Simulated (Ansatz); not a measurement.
The inner images of a band of BF2H2N + H2S (9 atoms, charge 0, multiplicity 1) are given out of order.

Method: RKS PBE/def2-SVP (Ansatz 0.2.0).

First end point:

```xyz
9
Properties=species:S:1:pos:R:3
B 0.069 -0.304 0.281
N 0.091 -0.374 1.689
H -0.758 -0.475 2.243
H 0.959 -0.457 2.216
F 1.202 -0.282 -0.429
F -1.096 -0.257 -0.382
S -0.578 3.198 0.894
H -1.607 2.596 0.234
H -0.281 2.029 1.534
```

Last end point:

```xyz
9
Properties=species:S:1:pos:R:3
B -0.073 0.584 0.187
N 0.080 0.160 1.821
H -0.822 0.272 2.305
H 0.400 -0.817 1.929
F 1.202 0.389 -0.301
F -1.020 -0.302 -0.285
S -0.594 2.430 0.172
H -1.930 2.170 0.177
H 0.758 0.788 2.277
```

**Question.** Put them in order from the first end to the last, with their energies above the first end.
A.
```xyz
9
Properties=species:S:1:pos:R:3
B -0.091 0.552 0.181
N 0.062 0.163 1.826
H -0.863 0.011 2.253
H 0.629 -0.690 1.953
F 1.161 0.263 -0.320
F -1.099 -0.284 -0.255
S -0.481 2.429 0.113
H -1.829 2.279 0.214
H 0.512 0.950 2.316
```
B.
```xyz
9
Properties=species:S:1:pos:R:3
B -0.025 0.193 0.266
N -0.035 0.072 1.796
H -0.814 -0.474 2.183
H 0.853 -0.254 2.198
F 1.170 -0.019 -0.327
F -1.144 -0.246 -0.356
S -0.236 2.479 0.442
H -1.597 2.427 0.412
H -0.173 1.495 1.667
```
C.
```xyz
9
Properties=species:S:1:pos:R:3
B 0.007 -0.042 0.302
N -0.001 -0.140 1.734
H -0.820 -0.512 2.213
H 0.879 -0.290 2.228
F 1.169 0.005 -0.360
F -1.135 -0.222 -0.378
S -0.287 2.693 0.552
H -1.620 2.448 0.430
H -0.191 1.734 1.560
```
D.
```xyz
9
Properties=species:S:1:pos:R:3
B 0.038 -0.203 0.295
N 0.041 -0.324 1.704
H -0.804 -0.534 2.232
H 0.905 -0.360 2.243
F 1.179 -0.067 -0.388
F -1.116 -0.256 -0.386
S -0.407 2.990 0.693
H -1.638 2.508 0.369
H -0.197 1.920 1.519
```
E.
```xyz
9
Properties=species:S:1:pos:R:3
B -0.051 0.389 0.178
N -0.047 0.153 1.820
H -0.832 -0.409 2.181
H 0.843 -0.212 2.190
F 1.170 -0.004 -0.305
F -1.142 -0.254 -0.344
S -0.218 2.399 0.226
H -1.575 2.407 0.364
H -0.147 1.205 1.971
```
F.
```xyz
9
Properties=species:S:1:pos:R:3
B -0.096 0.502 0.181
N -0.007 0.163 1.849
H -0.748 -0.492 2.140
H 0.910 -0.243 2.083
F 1.106 0.036 -0.309
F -1.207 -0.203 -0.237
S -0.242 2.417 0.049
H -1.597 2.433 0.179
H -0.116 1.060 2.345
```
G.
```xyz
9
Properties=species:S:1:pos:R:3
B -0.099 0.528 0.183
N 0.034 0.164 1.842
H -0.837 -0.257 2.196
H 0.811 -0.495 2.002
F 1.129 0.150 -0.318
F -1.162 -0.249 -0.234
S -0.368 2.427 0.067
H -1.722 2.365 0.188
H 0.213 1.041 2.353
```

**Answer.** D (+0.03 eV), C (+0.26 eV), B (+0.68 eV), E (+0.04 eV), F (-0.16 eV), G (-0.17 eV), A (-0.18 eV).

Run time: 2.3 min on 2 threads of Arm Neoverse V1, with other jobs on the host, peak memory 0.13 GiB.
